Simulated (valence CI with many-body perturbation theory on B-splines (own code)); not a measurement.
# E1 transitions of I⁴⁵⁺

Method: relativistic CI+MBPT: six valence electrons over a frozen Dirac-Fock core [He], a basis of 9 s, 9 p, 8 d, 6 f, 3 g, 1 h functions for each j, with the one-electron correlation potential Σ1, the two-electron term Σ2, the three-electron term Σ3, Breit, model QED; selected CI, second order for the rest, scaled by the run's own slope (own B-spline code, finite nucleus).

No measured spectrum was set against this ion. As an estimate, large intervals hold to a few tenths of a per cent, small ones and those within an open d or f shell to about a per cent. Among the levels kept, up to 2500 cm⁻¹ of a level comes from second order outside the variational space, and about a tenth of that is noise between levels of different J, which matters for small intervals.

Lines 151 to 200 of 252 in falling wavelength, among levels below 358.47 Ry, chosen from the strongest by gf and those to the six lowest levels. Wavelengths and rates use the calculated energies. Electric multipoles are in the length gauge with retardation, E1 and E2 with the static RPA response of the core. Weak lines are less certain than strong ones. Lines between different terms over intervals too small for the method are left out, as are lines whose strength nearly cancels. The highest levels of a list are the least certain.

Levels are named by their leading jj configuration (3d3/2^4 stands for four electrons in 3d with j = 3/2), which in mixed levels can hold well under half, so a name can repeat and another be missing. Letters in brackets count levels of one name in rising energy.

```tsv
λ vac (Å)	Upper	Lower	A (s⁻¹)	S (a.u.)
2.998	(2s^2 2p1/2 2p3/2^2 3p3/2) J=1 [a]	(2s 2p1/2^2 2p3/2^3) J=1	2.32e+10	9.25e-07
2.982	(2s^2 2p1/2 2p3/2^2 3p3/2) J=1 [b]	(2s 2p1/2^2 2p3/2^3) J=1	1.10e+12	4.32e-05
2.974	(2s^2 2p1/2 2p3/2^2 3p3/2) J=2 [b]	(2s 2p1/2^2 2p3/2^3) J=1	1.62e+10	1.05e-06
2.973	(2s^2 2p1/2 2p3/2^2 3p3/2) J=3 [a]	(2s 2p1/2^2 2p3/2^3) J=2	3.48e+11	3.16e-05
2.971	(2s^2 2p1/2 2p3/2^2 3p3/2) J=2 [a]	(2s 2p1/2^2 2p3/2^3) J=2	4.39e+11	2.84e-05
2.968	(2s^2 2p1/2 2p3/2^2 3p3/2) J=1 [c]	(2s 2p1/2^2 2p3/2^3) J=1	2.53e+10	9.79e-07
2.965	(2s^2 2p1/2 2p3/2^2 3p3/2) J=2 [c]	(2s 2p1/2^2 2p3/2^3) J=1	9.38e+09	6.03e-07
2.961	(2s^2 2p1/2 2p3/2^2 3p3/2) J=1 [a]	(2s 2p1/2^2 2p3/2^3) J=2	2.49e+09	9.56e-08
2.958	(2s^2 2p1/2 2p3/2^2 3p3/2) J=3 [b]	(2s 2p1/2^2 2p3/2^3) J=2	2.23e+11	2.00e-05
2.954	(2s 2p1/2^2 2p3/2^2 3s) J=2 [a]	(2s 2p1/2^2 2p3/2^3) J=1	4.66e+12	2.96e-04
2.953	(2s^2 2p1/2^2 2p3/2 3d3/2) J=2	(2s^2 2p1/2 2p3/2^3) J=2	5.81e+10	3.69e-06
2.949	(2s^2 2p1/2^2 2p3/2 3d3/2) J=3	(2s^2 2p1/2 2p3/2^3) J=2	1.61e+10	1.43e-06
2.948	(2s^2 2p1/2^2 2p3/2 3d3/2) J=1	(2s^2 2p1/2 2p3/2^3) J=2	1.34e+11	5.08e-06
2.945	(2s^2 2p1/2 2p3/2^2 3p3/2) J=1 [b]	(2s 2p1/2^2 2p3/2^3) J=2	4.32e+11	1.63e-05
2.942	(2s^2 2p1/2^2 2p3/2 3d3/2) J=2	(2s^2 2p1/2 2p3/2^3) J=1	2.24e+11	1.40e-05
2.938	(2s^2 2p1/2 2p3/2^2 3p3/2) J=2 [b]	(2s 2p1/2^2 2p3/2^3) J=2	3.25e+12	2.03e-04
2.936	(2s^2 2p1/2^2 2p3/2 3d3/2) J=1	(2s^2 2p1/2 2p3/2^3) J=1	4.52e+09	1.69e-07
2.936	(2s^2 2p1/2^2 2p3/2 3d3/2) J=0	(2s^2 2p1/2 2p3/2^3) J=1	1.29e+11	1.61e-06
2.932	(2s^2 2p1/2 2p3/2^2 3p3/2) J=1 [c]	(2s 2p1/2^2 2p3/2^3) J=2	1.81e+12	6.76e-05
2.931	(2s 2p1/2^2 2p3/2^2 3s) J=3	(2s 2p1/2^2 2p3/2^3) J=2	6.19e+12	5.38e-04
2.931	(2s^2 2p1/2^2 2p3/2 3d5/2) J=2	(2s^2 2p1/2 2p3/2^3) J=2	1.15e+11	7.12e-06
2.929	(2s^2 2p1/2 2p3/2^2 3p3/2) J=2 [c]	(2s 2p1/2^2 2p3/2^3) J=2	3.33e+12	2.07e-04
2.923	(2s^2 2p1/2^2 2p3/2 3d5/2) J=3	(2s^2 2p1/2 2p3/2^3) J=2	1.02e+11	8.81e-06
2.919	(2s 2p1/2^2 2p3/2^2 3s) J=1 [a]	(2s 2p1/2^2 2p3/2^3) J=1	9.54e+12	3.51e-04
2.919	(2s^2 2p1/2^2 2p3/2 3d5/2) J=2	(2s^2 2p1/2 2p3/2^3) J=1	1.45e+11	8.89e-06
2.919	(2s^2 2p1/2^2 2p3/2 3s) J=1	(2s^2 2p1/2^2 2p3/2^2) J=0	1.61e+13	5.92e-04
2.918	(2s 2p1/2^2 2p3/2^2 3s) J=2 [a]	(2s 2p1/2^2 2p3/2^3) J=2	3.57e+13	2.19e-03
2.918	(2s^2 2p1/2 2p3/2^2 3s) J=2 [a]	(2s^2 2p1/2 2p3/2^3) J=2	2.05e+12	1.26e-04
2.918	(2s^2 2p1/2^2 2p3/2 3d5/2) J=1	(2s^2 2p1/2 2p3/2^3) J=2	1.63e+11	6.00e-06
2.915	(2s 2p1/2^2 2p3/2^2 3s) J=2 [b]	(2s 2p1/2^2 2p3/2^3) J=1	7.23e+12	4.42e-04
2.915	(2s 2p1/2^2 2p3/2^2 3s) J=1 [b]	(2s 2p1/2^2 2p3/2^3) J=1	3.25e+13	1.19e-03
2.913	(2s^2 2p1/2 2p3/2^2 3s) J=1 [a]	(2s^2 2p1/2 2p3/2^3) J=2	7.82e+12	2.86e-04
2.907	(2s^2 2p1/2 2p3/2^2 3s) J=2 [a]	(2s^2 2p1/2 2p3/2^3) J=1	5.98e+12	3.62e-04
2.907	(2s^2 2p1/2^2 2p3/2 3d5/2) J=1	(2s^2 2p1/2 2p3/2^3) J=1	5.80e+11	2.11e-05
2.903	(2s^2 2p1/2 2p3/2^2 3s) J=3	(2s^2 2p1/2 2p3/2^3) J=2	7.74e+12	6.55e-04
2.902	(2s^2 2p1/2 2p3/2^2 3s) J=1 [a]	(2s^2 2p1/2 2p3/2^3) J=1	4.08e+13	1.48e-03
2.900	(2s^2 2p1/2 2p3/2^2 3s) J=2 [b]	(2s^2 2p1/2 2p3/2^3) J=2	4.39e+13	2.64e-03
2.898	(2s^2 2p1/2^2 2p3/2 3s) J=2	(2s^2 2p1/2^2 2p3/2^2) J=2	2.23e+13	1.34e-03
2.893	(2s^2 2p1/2^2 2p3/2 3s) J=1	(2s^2 2p1/2^2 2p3/2^2) J=2	3.95e+13	1.42e-03
2.889	(2s^2 2p1/2 2p3/2^2 3s) J=2 [b]	(2s^2 2p1/2 2p3/2^3) J=1	6.50e+12	3.87e-04
2.884	(2s 2p1/2^2 2p3/2^2 3s) J=1 [a]	(2s 2p1/2^2 2p3/2^3) J=2	1.22e+13	4.35e-04
2.882	(2s^2 2p1/2 2p3/2^2 3s) J=1 [b]	(2s^2 2p1/2 2p3/2^3) J=2	1.99e+13	7.03e-04
2.880	(2s 2p1/2^2 2p3/2^2 3s) J=2 [b]	(2s 2p1/2^2 2p3/2^3) J=2	1.55e+12	9.13e-05
2.880	(2s 2p1/2^2 2p3/2^2 3s) J=1 [b]	(2s 2p1/2^2 2p3/2^3) J=2	1.82e+13	6.45e-04
2.873	(2s^2 2p1/2 2p3/2^2 3s) J=0	(2s^2 2p1/2 2p3/2^3) J=1	2.51e+13	2.94e-04
2.871	(2s^2 2p1/2 2p3/2^2 3s) J=1 [b]	(2s^2 2p1/2 2p3/2^3) J=1	4.27e+12	1.50e-04
2.760	(2s^2 2p1/2^2 2p3/2 3d3/2) J=1	(2s^2 2p1/2^2 2p3/2^2) J=0	2.33e+13	7.24e-04
2.758	(2s^2 2p1/2 2p3/2^2 3d3/2) J=1 [a]	(2s^2 2p1/2 2p3/2^3) J=2	1.20e+13	3.74e-04
2.757	(2s^2 2p1/2 2p3/2^2 3d3/2) J=2 [a]	(2s^2 2p1/2 2p3/2^3) J=2	3.59e+12	1.86e-04
2.754	(2s^2 2p1/2 2p3/2^2 3d3/2) J=3 [a]	(2s^2 2p1/2 2p3/2^3) J=2	1.75e+12	1.26e-04
```
